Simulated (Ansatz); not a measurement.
Relaxation of CH₄O₂Sn (8 atoms, charge 0, multiplicity 1), to a largest force component of 0.02 eV/Å in at most 50 steps.

All numbers below come from UKS PBE0/def2-SVP (Ansatz 0.2.0).

```xyz
8
Properties=species:S:1:pos:R:3:forces:R:3
O 1.350 -0.695 1.411 0.84 4.40 -4.18
C 1.612 0.225 0.551 -4.36 -4.31 2.03
O 0.668 0.660 -0.420 5.65 0.37 2.57
Sn -1.093 -0.064 -0.517 -3.96 -1.64 0.39
H 2.611 0.646 0.550 0.33 0.82 -0.60
H -2.001 0.257 0.992 0.61 -0.06 -0.73
H -1.070 -1.800 -0.784 0.18 0.60 0.03
H -1.984 0.713 -1.839 0.71 -0.17 0.50
```

Q: Where does it end, and by what steps?

A: The run converged. After 9 steps the energy has fallen by 1.028 eV; O1 moved furthest, 0.35 Å.

| step | energy less start (eV) | largest force component (eV/Å) | accepted |
| --- | --- | --- | --- |
| 0 | 0.0000 | 5.653 | yes |
| 1 | -0.7370 | 2.664 | yes |
| 2 | -0.7217 | 2.179 | no |
| 3 | -0.9324 | 1.440 | yes |
| 4 | -1.0050 | 0.637 | yes |
| 5 | -1.0239 | 0.157 | yes |
| 6 | -1.0280 | 0.062 | yes |
| 7 | -1.0283 | 0.036 | yes |
| 8 | -1.0284 | 0.049 | yes |
| 9 | -1.0284 | 0.003 | yes |

```xyz
8
Properties=species:S:1:pos:R:3
O 1.048 -0.636 1.235
C 1.473 0.213 0.479
O 0.772 0.742 -0.479
Sn -1.115 -0.147 -0.415
H 2.508 0.613 0.544
H -1.860 0.256 1.061
H -0.947 -1.808 -0.746
H -1.788 0.710 -1.734
```

Whether the end is a true minimum wasn't checked by a vibrational analysis.

The run took 27 s on 2 threads of Intel(R) Xeon(R) Platinum 8488C (Sapphire Rapids) (shared host), peak memory 0.27 GiB.
